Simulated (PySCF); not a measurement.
C5H5FO.
Structure used (PBE0-D3(BJ)/def2-SVP), in Å, numbered top down from 1:
```
atom  x, y, z in Å
O1     2.4158    0.5481    0.4329
C2     1.2684    0.3632    0.1221
C3     0.3117    1.3129   -0.4814
C4    -0.9208    0.7790   -0.4680
C5    -0.9660   -0.5889    0.1483
C6     0.5066   -0.9644    0.2862
F7     0.8080   -1.5804    1.4637
H8     0.5947    2.3050   -0.8350
H9    -1.8191    1.2748   -0.8456
H10   -1.5585   -1.3034   -0.4436
H11   -1.4214   -0.5494    1.1530
H12    0.8202   -1.6257   -0.5428
```

Level of theory: core-valence-separated Tamm–Dancoff BHandHLYP/aug-pcX-1 (pcseg-1 on H) in PySCF, non-relativistic, gas phase, PBE0-D3(BJ)/def2-SVP geometry. Absolute energies from this functional tend to lie a few eV below measured edges; no shift was applied.

(1) What does the F 1s absorption edge look like?

(2) Give energies, oscillator strengths and core holes at the C K edge.

(3) Give energies, oscillator strengths and core holes at the O K edge.

Results:

(1) 
```
E (eV)       f  core hole on  main final orbital
684.68  0.0177            F7         LUMO (61 %)
686.29  0.0136            F7         LUMO (37 %)
686.81  0.0047            F7       LUMO+2 (36 %)
687.42  0.0007            F7       LUMO+3 (46 %)
687.57  0.0038            F7       LUMO+1 (44 %)
687.87  0.0028            F7              spread
688.24  0.0030            F7              spread
```

The first line with a tenth or more of the strongest one's intensity is at 684.68 eV (f = 0.018), with the hole on F7 (alkyl fluorine). It is also the strongest listed.

(2) 
```csv
E (eV),f,core hole on,main final orbital,polarisation
282.18,0.0655,C4,LUMO (81 %),normal to the local trigonal plane
282.48,0.0441,C3,LUMO (74 %),normal to the local trigonal plane
283.36,0.0727,C2,LUMO (69 %),normal to the local trigonal plane
284.73,0.0002,C5,LUMO (97 %),–
285.59,0.0191,C3,spread,normal to the local trigonal plane
286.08,0.0165,C5,LUMO+1 (60 %),–
286.18,0.0166,C6,LUMO (76 %),–
286.33,0.0148,C3,LUMO+1 (39 %),in the local trigonal plane
286.49,0.0258,C5,spread,–
286.63,0.0188,C4,LUMO+1 (74 %),in the local trigonal plane
287.32,0.0094,C5,LUMO+2 (34 %),–
287.38,0.0053,C3,LUMO+1 (47 %),in the local trigonal plane
287.51,0.0018,C3,LUMO+3 (46 %),mixed
287.57,0.0028,C4,LUMO+2 (43 %),mixed
287.57,0.0068,C5,LUMO+3 (31 %),–
287.75,0.0052,C5,LUMO+5 (35 %),–
287.76,0.0328,C6,LUMO+2 (31 %),–
287.79,0.0019,C3,LUMO+4 (53 %),mixed
288.00,0.0041,C3,LUMO+2 (32 %),in the local trigonal plane
288.07,0.0011,C4,LUMO+3 (72 %),mixed
288.17,0.0092,C2,spread,normal to the local trigonal plane
288.19,0.0040,C5,spread,–
288.20,0.0042,C4,LUMO+6 (36 %),in the local trigonal plane
```

The first line with a tenth or more of the strongest one's intensity is at 282.18 eV (f = 0.066), with the hole on C4 (alkene CH carbon), polarised normal to the local trigonal plane: a 1s→π* resonance. The strongest listed is at 283.36 eV (f = 0.073; C2, 1s→π*).

(3) 
```
E (eV)       f  core hole on  main final orbital                        polarisation
528.32  0.0478            O1         LUMO (74 %)  normal to the local trigonal plane
533.91  0.0001            O1       LUMO+3 (39 %)                                   –
534.06  0.0015            O1              spread                               mixed
534.41  0.0012            O1       LUMO+1 (72 %)         in the local trigonal plane
534.69  0.0020            O1              spread                               mixed
534.89  0.0006            O1       LUMO+3 (42 %)                                   –
535.33  0.0019            O1       LUMO+5 (48 %)         in the local trigonal plane
```

The first line with a tenth or more of the strongest one's intensity is at 528.32 eV (f = 0.048), with the hole on O1 (ketone oxygen), polarised normal to the local trigonal plane: a 1s→π* resonance. It is also the strongest listed.

Roots within 0.03 eV whose holes lie on the same, on equivalent or on shared atoms are summed into one line, and the highest roots are left out, as the search may have cut off their partners. Final orbitals are the ground state's empty Kohn–Sham orbitals. A dash: too weak, shared between unlike atoms, or no plane or axis to refer to.

Task: What length of transition dipole belongs to the line at 684.68 eV?

Result: From f = (2/3) ΔE |μ|² in atomic units, with ΔE = 25.162 Eh and f = 0.0177: |μ| = 0.033 au = 0.08 D.

Only the lowest roots of each edge were sought.

One conformer stands for the species.
